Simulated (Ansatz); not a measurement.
Program: Ansatz. Geometries: PBE0-D4/def2-TZVP. ΔE: electronic, gas phase. CBS: MP2 limit from def2 TZ/QZ plus the TZ coupled-cluster correction, frozen cores. This one scheme is used for every species, atoms too. Functionals use def2-TZVPP. B3LYP here is the variant with VWN-RPA as its local correlation; programs differ in this. HSE06 is defined as in plane-wave codes. No spin–orbit coupling; open shells (•) take unrestricted orbitals. Spin–orbit coupling would lower the free atoms: a little for Cl; clearly for Br, Ga. Bonds to Br, Ga are less sure, by a few kJ/mol each and by 10 to 20 or more in all where they break to atoms, as the def2 sets lack core-valence functions. Scalar relativity is left out up to krypton.

`[Cl][GaH][Br]` → Br• + Cl• + Ga• + H•  (atomization)

CCSD(T)/CBS gives +993.3 kJ/mol.

Another level gave +926.4 kJ/mol. Which?
A. B3LYP-D4/def2-TZVPP
B. BHLYP/def2-TZVPP
C. CAM-B3LYP-D4/def2-TZVPP
D. HSE06/def2-TZVPP

B. BHLYP 926.4, B3LYP-D4 949.5, HSE06 970.1, CAM-B3LYP-D4 958.7 kJ/mol.

Largest T1 diagnostic among the species: 0.013.

In def2-TZVPP, CCSD(T) changes the Hartree–Fock value by +227.6 kJ/mol (the triples alone add +19.3 kJ/mol) and MP2 by +260.8 kJ/mol; breaking electron pairs costs correlation energy, which Hartree–Fock lacks. From r2SCAN to r2SCAN0 (25 % exact exchange), in def2-TZVPP and without D4, ΔE moves by −15.1 kJ/mol: exact exchange takes away binding that semilocal exchange gives to molecules.

For atomizations the MP2-based limit and the directly extrapolated one differ by several kJ/mol either way, and by 10 to 25 for some Ge, Se and Sn compounds, so smaller differences from it don't rank the levels.
